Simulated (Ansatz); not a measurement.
Geometry optimisation, Ansatz, RKS B3LYP-D4/6-31G.

The input (input.yaml):

```yaml
crystal:
  periodic: [false, false, false]
  atoms:
    - { symbol: C, position_ang: [-1.5143, 0.813, 1.0251] }
    - { symbol: C, position_ang: [-0.1678, 0.4534, 0.6982] }
    - { symbol: C, position_ang: [1.0591, -0.1007, 1.1587] }
    - { symbol: Si, position_ang: [1.1511, 0.3495, -0.4992] }
    - { symbol: Al, position_ang: [0.6976, -1.471, -1.9856] }
    - { symbol: H, position_ang: [-1.5552, 1.6517, 1.8027] }
    - { symbol: H, position_ang: [-2.0196, 1.2651, 0.1046] }
    - { symbol: H, position_ang: [-2.0908, -0.0096, 1.363] }
    - { symbol: H, position_ang: [1.6635, -0.4989, 2.0406] }
    - { symbol: H, position_ang: [1.6772, 1.6446, -0.7922] }
    - { symbol: H, position_ang: [0.0343, -2.8138, -1.3967] }
    - { symbol: H, position_ang: [1.1419, -1.3385, -3.4853] }
basis:
  gaussian: { orbitals: "6-31G" }
hamiltonian:
  xc: b3lyp
  dispersion: d4
relax:
  f_tol: 0.02
  max_steps: 40
output:
  orbitals: {}
```

Command:

```bash
$ ansatz run input.yaml --threads 1 --pin off --max-ram 2048MiB --backend cpu --events-out ev --progress --plain --runs-dir out
```

Q: Where does it end, and by what steps?

A: It converged. The force dipped under the threshold on the way, but the program's further checks kept it going. Limits of this set-up: no polarisation functions. After 21 steps the energy has fallen by 1.398 eV; H7 moved furthest, 1.07 Å.

```json
{"step": "0", "energy less start (eV)": "0.0000", "largest force component (eV/Å)": "5.359", "accepted": "yes"}
{"step": "1", "energy less start (eV)": "-1.0323", "largest force component (eV/Å)": "3.073", "accepted": "yes"}
{"step": "2", "energy less start (eV)": "-1.3191", "largest force component (eV/Å)": "0.869", "accepted": "yes"}
{"step": "3", "energy less start (eV)": "-1.3467", "largest force component (eV/Å)": "0.100", "accepted": "yes"}
{"step": "4", "energy less start (eV)": "-1.3499", "largest force component (eV/Å)": "0.063", "accepted": "yes"}
{"step": "5", "energy less start (eV)": "-1.3512", "largest force component (eV/Å)": "0.072", "accepted": "yes"}
{"step": "6", "energy less start (eV)": "-1.3541", "largest force component (eV/Å)": "0.055", "accepted": "yes"}
{"step": "7", "energy less start (eV)": "-1.3554", "largest force component (eV/Å)": "0.052", "accepted": "yes"}
{"step": "8", "energy less start (eV)": "-1.3561", "largest force component (eV/Å)": "0.051", "accepted": "yes"}
{"step": "9", "energy less start (eV)": "-1.3576", "largest force component (eV/Å)": "0.066", "accepted": "yes"}
{"step": "10", "energy less start (eV)": "-1.3584", "largest force component (eV/Å)": "0.276", "accepted": "yes"}
{"step": "11", "energy less start (eV)": "-1.3633", "largest force component (eV/Å)": "0.171", "accepted": "yes"}
{"step": "12", "energy less start (eV)": "-1.3779", "largest force component (eV/Å)": "0.138", "accepted": "yes"}
{"step": "13", "energy less start (eV)": "-1.3823", "largest force component (eV/Å)": "0.180", "accepted": "yes"}
{"step": "14", "energy less start (eV)": "-1.3839", "largest force component (eV/Å)": "0.306", "accepted": "yes"}
{"step": "15", "energy less start (eV)": "-1.3780", "largest force component (eV/Å)": "0.309", "accepted": "no"}
{"step": "16", "energy less start (eV)": "-1.3909", "largest force component (eV/Å)": "0.079", "accepted": "yes"}
{"step": "17", "energy less start (eV)": "-1.3952", "largest force component (eV/Å)": "0.043", "accepted": "yes"}
{"step": "18", "energy less start (eV)": "-1.2148", "largest force component (eV/Å)": "2.028", "accepted": "no"}
{"step": "19", "energy less start (eV)": "-1.3971", "largest force component (eV/Å)": "0.018", "accepted": "yes"}
{"step": "20", "energy less start (eV)": "-1.3975", "largest force component (eV/Å)": "0.111", "accepted": "yes"}
{"step": "21", "energy less start (eV)": "-1.3983", "largest force component (eV/Å)": "0.016", "accepted": "yes"}
```

```xyz
12
Properties=species:S:1:pos:R:3
C -1.566 0.900 1.216
C -0.206 0.521 0.757
C 0.973 0.118 1.189
Si 1.029 0.298 -0.724
Al 0.877 -1.673 -2.122
H -1.656 0.829 2.308
H -1.805 1.927 0.915
H -2.324 0.249 0.763
H 1.488 -0.125 2.107
H 1.647 1.580 -1.225
H 0.191 -2.994 -1.517
H 1.428 -1.686 -3.633
```

Whether the end is a true minimum wasn't checked by a vibrational analysis.

The run took 4.5 min on 1 CPU thread of a shared host.
